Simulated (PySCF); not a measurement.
How methods differ on the ionisation energy of Rh²⁺

Rh²⁺ [Kr] 4d7 (4F) → Rh³⁺ [Kr] 4d6 (5D), as a difference of total energies. All numbers are calculated (PySCF 2.14, a scalar-relativistic core potential, in def2-SVP with the def2 core potential (28 electrons) (5s3p2d1f, 31 functions)). Correlated levels: valence: 4s2 4p6 frozen. The calculations carry no spin-orbit coupling.

| method | ionisation energy (eV) | difference from reference (eV) |
| --- | --- | --- |
| UHF | 30.059 | -1.001 |
| M06-2X | 31.929 | +0.869 |
| r2SCAN | 31.458 | +0.398 |
| MP2 (valence) | 30.741 | -0.319 |
| SCS-MP2 (valence) | 30.831 | -0.229 |

Reference: 31.06 eV (semi-empirical (NIST evaluation); NIST Atomic Spectra Database, ionization energies).

The reference lies between the lowest fine-structure levels, while these numbers refer to the centres of the terms.

Errors of the correlated levels include the incompleteness of this basis and the frozen core.
